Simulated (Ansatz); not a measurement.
Basis-set series for GeH$_{4}$OSe, SMILES `[OH][GeH2][SeH]`. The species carries charge 0 and has multiplicity 1. The geometry is a stationary point of PBE0-D4/def2-TZVP. It is one conformer, not always the lowest.

```xyz
7

O    -0.658   -1.385   -0.502
Ge    0.572   -0.139   -0.197
Se   -0.422    1.858    0.550
H    -1.396   -1.048   -1.017
H     1.481   -0.770    0.859
H     1.305    0.248   -1.493
H    -0.881    1.237    1.800
```

```tsv
functional	basis	functions	energy (Eh)	HOMO (eV)	LUMO (eV)
PBE0-D4	def2-TZVPP	183	-4555.64458	-7.22	-0.22
PBE0-D4	def2-QZVPP	355	-4555.74503	-7.25	-0.31
ωB97M-V	def2-TZVPP	183	-4555.98475	-9.39	1.66
ωB97M-V	def2-QZVPP	355	-4556.08239	-9.42	1.36
```

Question: Give the rows for def2-SVP. (Estimate.)

Answer: Computed: 
```json
{"functional": "PBE0-D4", "basis": "def2-SVP", "functions": "98", "energy (Eh)": "-4554.98789", "HOMO (eV)": "-7.09", "LUMO (eV)": "0.15"}
{"functional": "ωB97M-V", "basis": "def2-SVP", "functions": "98", "energy (Eh)": "-4555.32711", "HOMO (eV)": "-9.24", "LUMO (eV)": "2.20"}
```

Positive LUMOs are unbound and depend on the basis. Scalar relativity is left out up to krypton.
